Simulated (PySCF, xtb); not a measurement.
1-chloroethenyl(methyl)silane (C₃H₇ClSi), SMILES C=C(Cl)[SiH2]C. One conformer was computed; it need not be the lowest.

Harmonic wavenumbers (cm⁻¹) from GFN2-xTB run with xtb at its own minimum, in rising order: 39, 119, 123, 196, 325, 360, 462, 529, 584, 674, 691, 749, 761, 784, 828, 841, 892, 1075, 1367, 1384, 1476, 1480, 1656, 2230, 2242, 3033, 3037, 3044, 3089, 3125.

### Question
What does PBE-D3(BJ)/def2-SVP (PySCF 2.14.0) give at its own minimum? (The exact figures need the calculation; the answer reports its results.)

### Answer
65, 134, 154, 216, 323, 388, 482, 525, 656, 672, 693, 738, 758, 856, 869, 875, 909, 1059, 1213, 1334, 1380, 1387, 1616, 2156, 2164, 2981, 3071, 3086, 3087, 3174. Paired by order, the mean absolute difference is 39 cm⁻¹ and the zero-point energies are 53.2 and 52.9 kcal/mol.
